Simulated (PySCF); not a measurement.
Compound: dimethylselenide, C₂H₆Se.
Atom-mapped SMILES: `[CH3:1][Se:2][CH3:3]` (hydrogens: H4, H5, H6 on C1; H7, H8, H9 on C3)

A GFN2-xTB structure was refined with PBE0-D3(BJ)/def2-SVP geometry optimisation, gas phase in PySCF. Its GFN2-xTB values:

```
coordinate  GFN2-xTB
    C1–Se2   2.039 Å
     C1–H4   1.001 Å
     C3–H8   0.998 Å
 C1–Se2–C3     98.6°
 Se2–C1–H4    111.3°
 Se2–C1–H5    103.3°
  H4–C1–H5    111.8°
```

Problem. How do these coordinates change at the PBE0-D3(BJ)/def2-SVP level?

Solution. 
```tsv
coordinate	PBE0-D3(BJ)/def2-SVP (Å or °)	change
C3–H8	1.099	+0.101
C1–H4	1.099	+0.098
C1–Se2	1.941	-0.098
Se2–C1–H5	107.2	+3.9
H4–C1–H5	108.9	-2.9
C1–Se2–C3	96.9	-1.7
Se2–C1–H4	110.8	-0.5
```

The energy falls by 16.2 kcal/mol over 5 energy and gradient evaluations, the largest force component goes from 0.1010 to 1.5e-04 Eh/bohr, and the atoms move by 0.058 Å rms after alignment. The bond that changes most is C3–H8 (sp3 carbon bound to selenium to methyl hydrogen), which lengthens by 0.101 Å. Bonds longer at the end by more than 0.005 Å: 3 of 8; shorter: 4. Rotational constants go from 11182, 6462, 4330 to 11415, 6876, 4543 MHz.

The run used 90 basis functions and 33 SCF cycles in all.

Not checked by PBE0-D3(BJ)/def2-SVP frequencies.
